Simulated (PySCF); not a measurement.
Gas-phase reaction: 4 InH3 + 3 C2H6 + 2 C3H3 (propargyl) = 4 In(CH3)3

Energies from PySCF, thermal terms from the rigid-rotor harmonic-oscillator model, ideal gas at 1 bar. † marks an energy on the PBE0/def2-TZVP geometry and frequencies; other levels use their own. MP2 and CCSD(T) freeze the core. Open shells (unrestricted): C3H3 (propargyl) (multiplicity 2); the rest are closed-shell singlets. In: scalar-relativistic def2 core potential, no spin-orbit coupling. InH3: computed as isolated molecules; such fragments, hydroxides, amides, oligomers or adducts are transient or little studied in the gas. MP2 isn't extrapolated to the basis-set limit. CCSD(T) isn't extrapolated to the basis-set limit. Warning, large T1 diagnostic: C3H3 (propargyl) (CCSD(T)/def2-SVP†). Warning, spin contamination: C3H3 (propargyl) (CCSD(T)/def2-SVP†, HF/def2-TZVP†, MP2/def2-SVP†).

| level | ΔH°(298 K), kJ |
|---|---|
| BLYP/def2-TZVP† | ? |
| CCSD(T)/def2-SVP† | -814 |
| HF/def2-TZVP† | ? |
| MP2/def2-SVP† | ? |
| PBE/def2-SVP | -846 |
| PBE0/def2-SVP† | -874 |
| r2SCAN/def2-TZVP† | ? |
| LDA/def2-TZVP† | -1027 |
| ωB97M-V/def2-TZVP† | -915 |
| ωB97X-V/def2-TZVP† | -925 |

Question: Fill in the missing entries.

Answer: 
- BLYP/def2-TZVP†, ΔH°(298 K), kJ: -759
- HF/def2-TZVP†, ΔH°(298 K), kJ: -586
- MP2/def2-SVP†, ΔH°(298 K), kJ: -952
- r2SCAN/def2-TZVP†, ΔH°(298 K), kJ: -886
